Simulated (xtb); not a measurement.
AuH6N2, SMILES [NH3]->[Au][NH3+], charge +1, multiplicity 1. All values are semi-empirical tight-binding results from xtb (GFN2-xTB unless named), good for trends rather than for accurate numbers. Coordinates come from a GFN2-xTB optimisation. The multiplicity is an assumed one; other spin states were not compared.

Optimised geometry:

```xyz
9

Au     0.0000     0.0000     0.0000
N      0.0000     0.0000     2.0895
H     -0.2337     0.9169     2.4626
H     -0.6772    -0.6608     2.4626
H      0.9109    -0.2561     2.4626
N      0.0000     0.0000    -2.0895
H     -0.2337    -0.9169    -2.4626
H     -0.6772     0.6608    -2.4626
H      0.9109     0.2561    -2.4626
```
Charge +1, spin multiplicity 1.

A frequency run showed that this geometry is not a minimum.

For metal compounds this method's bond lengths and energies can be far off.

Computed properties:
| Item | Result |
|---|---|
| point group as xtb finds it | D3 |
| orbital gap | 6.63 eV |

Give the atomic charges and the Wiberg bond orders between heavy atoms. (Estimate from the structure and the level; the computed values follow.)

charges (e) Au1 0.25, N2 -0.31, H3 0.23, H4 0.23, H5 0.23, N6 -0.31, H7 0.23, H8 0.23, H9 0.23. Bond orders Au1–N2 0.56, Au1–N6 0.56.
